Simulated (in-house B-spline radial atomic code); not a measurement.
Configurations of the titanium ion Ti⁸⁺, with energies counted from [Ne] 3s2 3p2. All numbers are computed (scalar-relativistic (X2C) PBE0, spin-polarised, spherical fractional occupations; Fermi nucleus of rms radius 3.5921 fm) with a B-spline radial code for spherical atoms, not measured. Shells without spins written out take the highest spin.

Caution: exact exchange at fractional occupations of open shells leaves self-interaction of up to several eV.

Occupations are held fixed; configurations that lie above the ionisation limit could autoionise.

| configuration | E - E(ref) (eV) | highest orbital | its <r> (bohr) |
| --- | --- | --- | --- |
| [Ne] 3s2 3p1 4p1 | 100.46 | 4p up | 1.914 |
| [Ne] 3s1 3p2 4s1 | 108.85 | 4s up | 1.821 |
| [Ne] 3s(1 up, 0 down) 3p(2 up, 0 down) 4s(0 up, 1 down) | 110.46 | 4s down | 1.842 |
| [Ne] 3s1 3p2 4f1 | 140.15 | 4f up | 1.851 |
| [He] 2s2 2p5 3s2 3p2 3d1 | 493.74 | 3d up | 0.8626 |
| [He] 2s2 2p(2 up, 3 down) 3s2 3p(2 up, 0 down) 4d(0 up, 1 down) | 575.43 | 4d down | 1.963 |
| [He] 2s2 2p5 3s2 3p2 4f1 | 581.95 | 4f up | 1.834 |

(1) Order these further configurations by energy, lowest first.
A. [Ne] 3s2 3p1 4d1
B. [He] 2s2 2p5 3s2 3p2 4p1
C. [Ne] 3s1 3p2 3d1
D. [Ne] 3s(0 up, 1 down) 3p(1 up, 2 down)
E. [Ne] 3s1 3p2 4p1

(2) How far above the reference does [Ne] 3s2 3p(1 up, 1 down) lie?

(3) How far above the reference does [He] 2s2 2p(3 up, 2 down) 3s2 3p(3 up, 0 down) lie?

Answers

(1) D (27.766 eV), C (58.624 eV), A (113.81 eV), E (119.16 eV), B (559.32 eV).

(2) 4.5569 eV; its least bound orbital is 3p up with <r> = 0.9203 bohr.

(3) 449.83 eV; its least bound orbital is 3p up with <r> = 0.8811 bohr.
